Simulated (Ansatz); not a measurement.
C9H21NO⁺ (relaxed from a model of N-butyl-N-methylpyrrolidinium hydroxide, whose bonding it doesn't keep). Total charge 1; doublet. Geometry PBE0-D4/def2-SVP, that of the neutral singlet; atoms count from 1.

```xyz
32

C     1.081    1.204    3.867
C     0.048    0.711    2.867
C     0.507    0.799    1.414
C    -0.589    0.313    0.493
N    -0.134    0.249   -0.958
C     0.428    1.523   -1.472
C    -1.312   -0.143   -1.808
C    -0.724   -0.913   -2.971
C     0.313   -1.775   -2.257
C     0.873   -0.870   -1.160
H     2.017    0.627    3.791
H     0.721    1.114    4.904
H     1.335    2.263    3.696
H    -0.225   -0.336    3.079
H    -0.886    1.290    2.982
H     1.411    0.166    1.310
H     0.861    1.843    1.239
H    -1.419    1.046    0.478
H    -1.035   -1.310    0.617
H    -0.319    2.314   -1.325
H     0.683    1.441   -2.539
H     1.331    1.773   -0.902
H    -1.905   -0.815   -1.172
H    -1.888    0.757   -2.062
H    -0.265   -0.245   -3.719
H    -1.491   -1.506   -3.489
H    -0.198   -2.614   -1.762
H     1.098   -2.165   -2.920
H     1.840   -0.419   -1.420
H     0.957   -1.403   -0.207
O    -1.216   -2.325    0.393
H    -1.900   -2.592    1.015
```

(1) Estimate the Mulliken populations of the heavy atoms from the PBE0/def2-TZVP orbitals of Ansatz.

(2) Where does the spin sit?

(3) And the Mayer bond orders between heavy atoms (over 0.3)?

Answers

(1) 
```csv
atom,charge (e),spin (α − β)
C1,-0.38,0.00
C2,-0.21,0.01
C3,-0.25,-0.02
C4,-0.20,0.84
N5,0.21,-0.02
C6,-0.40,0.02
C7,-0.17,0.00
C8,-0.27,0.00
C9,-0.18,0.00
C10,-0.27,0.01
O31,-0.58,0.16
```
Mulliken values depend strongly on the basis.

(2) Summed by element: C 0.86, N -0.02, H 0.00, O 0.16, of 1 unpaired in all. Largest on single atoms: C4 0.84, O31 0.16, H17 0.06.

(3) C1–C2 1.02 (1.52 Å); C2–C3 1.01 (1.53 Å); C3–C4 1.03 (1.51 Å); C4–N5 0.91 (1.52 Å); N5–C6 0.90 (1.48 Å); N5–C7 0.89 (1.50 Å); N5–C10 0.86 (1.52 Å); C7–C8 1.02 (1.51 Å); C8–C9 1.00 (1.53 Å); C9–C10 1.02 (1.53 Å).
